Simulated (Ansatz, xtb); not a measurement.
Relative energy of two isomers of C2H8SSi3

Structure a: `C#C[Si]([SiH3])([SiH3])S`, a singlet. Structure b: `C#C[SiH2][SiH2][SiH2]S`, a singlet. Both are isolated molecules in the gas phase, relaxed with B3LYP/def2-SVP; the shapes shown needn't be the lowest conformers.

a (Å):

```csv
atom,x (Å),y (Å),z (Å)
C,-2.9877,-0.0887,1.0622
C,-1.8988,-0.2939,0.5538
S,0.6938,-2.3814,0.5127
Si,-0.2670,-0.5803,-0.2493
Si,-0.6108,-0.8067,-2.5726
Si,1.1739,1.2041,0.3092
H,-3.9462,0.0897,1.5155
H,0.7076,-0.9220,-3.2628
H,-1.4042,-2.0449,-2.8342
H,-1.3484,0.3695,-3.1226
H,1.3766,1.2615,1.7858
H,2.4926,1.0199,-0.3647
H,0.5632,2.4838,-0.1560
H,-0.2109,-3.2426,-0.0114
```

b (Å):

| atom | x (Å) | y (Å) | z (Å) |
| --- | --- | --- | --- |
| C | -2.1619 | 0.1904 | -2.4757 |
| C | -1.4609 | 0.8968 | -1.7723 |
| S | -0.0732 | -2.6794 | -0.2369 |
| Si | -0.4078 | 1.9467 | -0.6827 |
| Si | 0.2380 | 0.7386 | 1.2422 |
| Si | 1.3142 | -1.2844 | 0.6737 |
| H | -2.7862 | -0.4228 | -3.1009 |
| H | 0.8056 | 2.3556 | -1.4489 |
| H | -1.1748 | 3.1713 | -0.3128 |
| H | -0.9642 | 0.4538 | 2.0813 |
| H | 1.1704 | 1.6092 | 2.0268 |
| H | 1.8117 | -1.9869 | 1.8910 |
| H | 2.4858 | -0.9910 | -0.2072 |
| H | -0.5581 | -1.7961 | -1.1436 |

Quicker runs give these differences E(b) − E(a): GFN2-xTB −0.031 eV; HF/STO-3G +0.010 eV (at GFN2-xTB geometries); r2SCAN-D4/def2-SVP −0.015 eV (at GFN2-xTB geometries).

Question: Estimate E(b) − E(a) at the level CCSD(T)/def2-SVP + ΔMP2/def2-TZVPP.

Answer: Too close to call at this level: CCSD(T)/def2-SVP + ΔMP2/def2-TZVPP gives E(b) − E(a) = +0.004 eV.

The same difference at several levels:

| level | geometry | E(b) − E(a) (eV) | departure from the last row (eV) | job, with rough time for the two |
| --- | --- | --- | --- | --- |
| GFN2-xTB | GFN2-xTB | −0.031 | −0.035 | optimisation, 0.36 s |
| HF/STO-3G | GFN2-xTB | +0.010 | +0.006 | single point, 0.52 s |
| r2SCAN-D4/def2-SVP | GFN2-xTB | −0.015 | −0.019 | single point, 3.9 s |
| B3LYP/def2-SVP | B3LYP/def2-SVP | −0.006 | −0.010 | optimisation, 74 s |
| HF/def2-SVP | B3LYP/def2-SVP | −0.007 | −0.012 | part of the CCSD(T) run |
| MP2/def2-SVP | B3LYP/def2-SVP | +0.036 | +0.031 | part of the CCSD(T) run |
| CCSD(T)/def2-SVP | B3LYP/def2-SVP | +0.015 | +0.011 | single point |
| CCSD(T)/def2-SVP + ΔMP2/def2-TZVPP | B3LYP/def2-SVP | +0.004 |  | single point, 51 s |

As drawn, both hold the same kinds of bond in the same numbers.

The largest departure from CCSD(T)/def2-SVP + ΔMP2/def2-TZVPP is that of GFN2-xTB, 0.035 eV. The last row adds to CCSD(T) the change of the MP2 difference between the two basis sets, here −0.011 eV.

With thermal terms from frequencies at re-optimised GFN2-xTB minima (ideal gas, soft modes damped towards free rotors, one conformer each, 298.15 K, 1 atm): on the last row, ΔE + ΔZPE = +0.030, ΔH = +0.003, ΔG = +0.069 eV.

The correlated steps freeze 22 core orbitals. Programs: Ansatz 0.2.0, xtb 6.7.1; the last row on 2 threads of Intel(R) Xeon(R) 6975P-C (Granite Rapids) on a shared host.
